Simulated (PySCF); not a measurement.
# A bond scan of BClH2O

Calculated results; nothing here was measured. They come from PySCF 2.14.0, an open-source quantum chemistry program, on an isolated molecule that a program drew, which may never have been made. The molecule is BClH2O (charge 0, singlet), drawn as the SMILES string `OBCl`.

The structure below is the HF double-zeta minimum with every atom moved a little at random, so it isn't optimised. Bond B2-H5 is then set to each length in the table by shifting atom 5 along it, with nothing else relaxed.
```xyz
5
BClH2O, angstrom
O    -0.7634   -1.1447   -2.1355
B    -0.8771   -1.9427   -1.0196
Cl   -1.8825   -3.5643   -1.3708
H    -0.3540   -0.3558   -1.8912
H    -0.6706   -1.5708    0.1388
```

E is the energy above the same method's energy at the HF double-zeta minimum. IE is the energy to remove one electron at fixed geometry, to the doublet state of charge +1, as a difference of total energies. The basis family is cc-pV(n+d)Z, with UHF for radicals and no spin-orbit coupling. Best is HF at quadruple zeta, plus MP2 correlation extrapolated from triple and quadruple zeta, plus CCSD(T) minus MP2 at triple zeta, with a frozen core. The other columns are at triple zeta.

```
bond (Å)  E HF (kcal/mol)  E MP2 (kcal/mol)  E CCSD(T) (kcal/mol)  E best (kcal/mol)  IE HF (eV)  IE MP2 (eV)  IE CCSD(T) (eV)  IE best (eV)     T1
  1.2340            11.29             11.15                 10.53              10.87      10.340       11.536           11.405        11.634  0.013
  1.3300            16.10             15.60                 14.72              15.14      10.356       11.545           11.407        11.635  0.013
  1.3450            17.13             16.56                 15.64              16.07      10.359       11.547           11.406        11.634  0.013
  1.3570            17.99             17.38                 16.41              16.85      10.361       11.548           11.406        11.634  0.013
  1.4320                ?                 ?                     ?                  ?           ?            ?                ?             ?      ?
  1.6780            48.97             46.29                 43.71              44.35      10.410       11.560           11.329        11.552  0.014
```

T1 is the CCSD diagnostic of the starting molecule.

**Estimate the best E and IE at 1.4320 Å from the other rows.**

A least-squares cubic in the inverse of the bond length through the other values of E best gives 22.38 kcal/mol there. A least-squares quadratic in the bond length through IE best gives 11.625 eV. The calculation gives 22.37 kcal/mol and 11.629 eV, so the fits miss by 0.01 kcal/mol and 0.004 eV. The same recipe one zeta lower moves these two values by 0.23 kcal/mol and 0.09 eV, a gauge of their own error. The rest of the row: E is 24.13 (HF), 23.13 (MP2), 21.88 (CCSD(T)); IE is 10.374 (HF), 11.554 (MP2), 11.402 (CCSD(T)); T1 is 0.014.
